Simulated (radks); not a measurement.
Results of a calculation; reference values are marked as such.
Excited configurations of the vanadium ion V3+: one electron is placed in a higher orbital outside [Ar] 3d1. The ground configuration is [Ar] 3d2. Code: a radial shooting solver on a logarithmic mesh with Libxc functionals. Model: non-relativistic Kohn-Sham, PBE, spin-polarised, spherical densities, point nucleus; open shells are filled with parallel spins first. Excitation = E - E(ground); binding = E(ion) - E, where the ion is the core of charge +4; n* = 4/sqrt(2 binding) in atomic units, and the quantum defect is n - n*.

outer orbital  excitation (eV)  binding (eV)     n*  quantum defect  eigenvalue (eV)  <r> (bohr)
5s                      28.746        18.121  3.466           1.534          -16.237       4.654
5p                      31.090        15.777  3.715           1.285          -14.056       5.126
5f                      37.388         9.479  4.792           0.208           -8.251       7.283
6p                      36.917         9.950  4.677           1.323           -8.954       8.227

Estimate the row for 7d.

Answer. excitation (eV) 41.062; binding (eV) 5.805; n* 6.124; quantum defect 0.876; eigenvalue (eV) -5.238; <r> (bohr) 13.81. The Delta-SCF ionisation energy is 46.867 eV (NIST Atomic Spectra Database: 46.709 eV, measured). Self-interaction in the functional shifts the binding energies and quantum defects, so they are the method's values and not measured ones. Open shells are spherical and high-spin; term and fine-structure splittings are not resolved.
